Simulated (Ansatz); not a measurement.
`[SeH]C1O[SiH2]1` and `BrC1O[SiH2]1` differ in one atom or group.

Ansatz, PBE0-D4/def2-TZVP geometries, multiplicity 1. Each molecule was computed in one conformer, which needn't be the lowest.

Scalar relativity is left out up to krypton.

| property | `[SeH]C1O[SiH2]1` |
| --- | --- |
| LUMO energy (PBE0/def2-TZVPP) / eV | -1.02 |
| LUMO energy (ωB97M-V/def2-TZVPP) / eV | 0.76 |
| LUMO energy (B3LYP/def2-TZVPP) / eV | -1.24 |
| HOMO–LUMO gap (B3LYP/def2-TZVPP) / eV | 5.23 |
| HOMO–LUMO gap (ωB97M-V/def2-TZVPP) / eV | 9.61 |
| size of the dipole moment (ωB97M-V/def2-TZVPP) / D | 2.52 |

Task: What does the change do to each property? (Best estimate.)

Result: The calculation gave: 
```tsv
property	`BrC1O[SiH2]1`	shift
LUMO energy (PBE0/def2-TZVPP) / eV	-1.13	-0.11
LUMO energy (ωB97M-V/def2-TZVPP) / eV	0.66	-0.10
LUMO energy (B3LYP/def2-TZVPP) / eV	-1.36	-0.12
HOMO–LUMO gap (B3LYP/def2-TZVPP) / eV	5.81	0.58
HOMO–LUMO gap (ωB97M-V/def2-TZVPP) / eV	10.23	0.62
size of the dipole moment (ωB97M-V/def2-TZVPP) / D	2.87	0.35
```

With PBE0 the HOMO falls by 0.70 eV and the LUMO falls by 0.11 eV, so the gap widens by about 0.59 eV. PBE moves the HOMO by -0.61 eV and ωB97M-V by -0.72 eV. Dipoles are sizes alone; their direction can turn.

B3LYP here is the variant with VWN-RPA as its local correlation; programs differ in this.

Spin–orbit coupling is left out; it splits and shifts lone-pair levels of the heavy atoms by tenths of an eV.
